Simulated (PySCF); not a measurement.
Compound: C4H5F3SSi.
Cartesian coordinates in Å at the GFN2-xTB level; atoms count from 1:
```
atom  x, y, z in Å
C1    -3.1491   -0.0756    0.2331
C2    -1.7673    0.0259   -0.1525
C3    -0.6050    0.0980   -0.4742
Si4    1.1629    0.2597   -0.9291
S5     1.9027    2.2606   -0.7137
C6     2.0846   -0.8187    0.4097
F7     1.5483   -2.0470    0.5306
F8     3.3883   -1.0059    0.1225
F9     2.0532   -0.2721    1.6457
H10   -3.4257    0.7829    0.8443
H11   -3.7803   -0.0992   -0.6545
H12   -3.3066   -0.9884    0.8064
H13    1.5603   -0.2609   -2.2251
H14    2.3332    2.1402    0.5348
```

Theory: TDDFT CAM-B3LYP/def2-SVPD, vertical, gas phase, core orbitals frozen in the response in PySCF 2.14.0, density-fitted response routines.

Computed singlets:

```tsv
state	E (eV)	f
S1	5.75	0.0028
S2	5.94	0.0075
S3	5.97	0.013
S4	6.14	0.0044
S5	6.30	0.026
S6	6.99	0.019
S7	7.48	0.215
S8	7.51	0.047
```

**Question.** How much of the mean static polarisability do these states give, one by one?

**Answer.** Each state adds f / ΔE² (ΔE in hartree, 27.2114 eV).

| state | f/ΔE² (au) | running sum (au) | running share of α (%) |
| --- | --- | --- | --- |
| S1 | 0.06 | 0.06 | 0.1 |
| S2 | 0.16 | 0.22 | 0.2 |
| S3 | 0.27 | 0.49 | 0.5 |
| S4 | 0.09 | 0.58 | 0.6 |
| S5 | 0.49 | 1.07 | 1.1 |
| S6 | 0.28 | 1.35 | 1.4 |
| S7 | 2.84 | 4.19 | 4.3 |
| S8 | 0.62 | 4.81 | 5.0 |

The full response gives 97.12 au (14.39 Å³), so 92.3 au comes from the higher roots of the same equations.

**Question.** By how much does the contribution of these states grow at 532 nm?

**Answer.** With ω = 0.0856 hartree each state's term in the mean polarisability goes from f / ΔE² to f / (ΔE² − ω²); the sum over all 8 states goes from 4.81 to 5.40 au, a rise of 0.59 au.

The largest single term belongs to S7, which also has the largest f.

One conformer stands for the species.
